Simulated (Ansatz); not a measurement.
```xyz
12

C    -0.598    0.548    1.059
C     0.025   -0.567    0.227
C     1.166   -0.055   -0.646
Ge   -1.375   -1.418   -0.925
F    -1.755    0.054   -1.830
H    -1.016    1.328    0.416
H     0.151    1.019    1.705
H    -1.401    0.188    1.710
H     0.401   -1.353    0.894
H     1.951    0.402   -0.034
H     1.639   -0.852   -1.229
H     0.810    0.705   -1.347
```

Charge 0, multiplicity 1.

Problem. List the B3LYP/def2-TZVPP orbital energies in eV (Ansatz). (Estimate.)

Solution. Ansatz gave: Occupied: -10850.75, -1355.04, -1206.01, -1205.94, -1205.89, -670.47, -276.70, -276.70, -276.68, -169.56, -119.97, -119.77, -119.59, -33.71, -33.44, -33.29, -33.27, -33.13, -30.57, -21.47, -18.83, -16.09, -13.99, -12.48, -11.99, -11.26, -11.00, -10.62, -10.45, -9.85, -9.58, -9.19, -6.26. Lowest empty: -2.62, 0.10, 0.93, 1.93, 2.15, 2.26, 2.79, 3.11.

B3LYP here is the variant with VWN-RPA as its local correlation; programs differ in this.
